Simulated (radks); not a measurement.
The numbers below are computed, except where a source is named.
Fractional charge and spin in the 4p shell of ruthenium: the spin-up occupation runs from 2 to 3 and the spin-down occupation from 2 to 3; the fullest corner is Ru2+, [Ar] 3d10 4s2 4d(up 3, down 3) 4p(up 3, down 3). Level of theory: scalar-relativistic Kohn-Sham, r2SCAN, spin-polarised, spherical densities, finite nucleus; meta-GGA in the generalised Kohn-Sham scheme; Fermi nuclear charge, rms radius of each element as measured or else 0.836 A^(1/3) + 0.57 fm (a radial shooting solver on a logarithmic mesh with Libxc functionals). Energy (eV) minus the two flat planes that join the four corners (they meet along the diagonal where the two added fractions sum to one electron); zero is where a piecewise linear energy would lie.

down \ up       2     2.5       3
2           0.000  -2.040   0.000
2.5        -2.040   0.386  -1.882
3           0.000  -1.882   0.000

Corners above the fullest one (they belong to Ru3+ and the next ion): (up 3, down 2) 75.181 eV, (up 2, down 3) 75.181 eV, (up 2, down 2) 167.62 eV. With half an added electron in each spin the energy lies 0.386 eV from the planes, and with half an added electron in spin up alone -2.040 eV. The planes are only a guide here: the flat-plane condition holds for ground states with one frontier orbital, while this shell lies below other occupied shells, so the corners above the fullest one are inner-hole states and not the ground states of those ions.
